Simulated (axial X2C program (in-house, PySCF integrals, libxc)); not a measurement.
# Potential curves of NaGa⁻, with spin–orbit coupling

Computed with an in-house all-electron X2C program for linear molecules (integrals from PySCF). Two-component (2c) means X2C with spin–orbit coupling and atomic mean-field two-electron Coulomb and Gaunt terms. Basis: Ga dyall-acv3z [10s10p8d5f1g], Na dyall-av3z [10s9p5d2f] (cores contracted in-house); Gaussian nuclei, density fitting, unrestricted open shells. Masses: Ga 68.926 u, Na 22.990 u.

State: Ω = 1/2 (⟨Sz⟩ = -0.50, ⟨Lz⟩ = 1.00 at TPSS). Energies in eV from the lowest point of each curve. Fits are polynomials in 1 − R0/R over 0.85 to 1.23 times the lowest point R0.

```tsv
R (Å)	TPSS	HF	CCSD(T)
2.7422	0.1182	0.1921	
2.8683	0.0496	0.0976	0.0738
2.9629	0.0198	0.0519	0.0340
3.0574	0.0042	0.0228	0.0106
3.1520	0.0000	0.0065	0.0000
3.2623	0.0046	0.0000	0.0000
3.3726	0.0179	0.0037	0.0100
3.5145	0.0431	0.0192	0.0332
3.6878	0.0809	0.0489	
3.9400	0.1420	0.1038
```

Correlated methods: 5 electrons correlated (number of frozen shells: Ga 3 s, 2 p, 1 d; Na 2 s, 1 p), 331 virtual spin orbitals or spinors in MP2, 82 natural virtuals in coupled cluster.

The state is a single determinant with fixed occupations, the lowest that a limited PBE0 search found. Density functionals use the spin component along the axis (collinear). Coupled cluster ran in a truncated set of natural virtual spinors; the MP2 energy of the rest was added. (T) has no such correction and the atoms are truncated less, which lowers De at CCSD(T) by a hundredth of an eV or more. Other states lie close and PBE0, whose exact exchange favours high spin, may order them wrongly; the determinant shown need not be the ground state. The nearest other 2c determinant of the search, Ω = 3/2, lies 0.05 eV up at the distance of the search. The functionals have no current-density term, which raises determinants with orbital currents, atoms included. The highest occupied level of some functionals is positive through self-interaction error; at Hartree–Fock it is bound. The determinant is spin-polarised beyond a pure state at some levels (its spin-free form has ⟨S²⟩ too high), which makes Re and μ there less reliable. The T1 diagnostic is large, a sign of multireference character. With the outer-core shells frozen, correlated bond lengths of heavy atoms tend to come out a few hundredths of an ångström too long. Coupled cluster ran on the points near the minimum only. MP2 and coupled cluster on one determinant become unreliable at the stretched end.

(1) Fit the TPSS curve near its minimum: give the equilibrium distance and the harmonic wavenumber.

(2) What are Re and ωe at the HF level?

(3) What are Re and ωe at the CCSD(T) level?

Answers

(1) At TPSS, 2c: Re = 3.152 Å, ωe ≈ 120 cm⁻¹; Be follows as 0.0984 cm⁻¹.

(2) At HF, 2c: Re = 3.272 Å, ωe ≈ 113 cm⁻¹; Be follows as 0.0913 cm⁻¹.

(3) At CCSD(T), 2c: Re = 3.206 Å, ωe ≈ 123 cm⁻¹; Be follows as 0.0952 cm⁻¹.
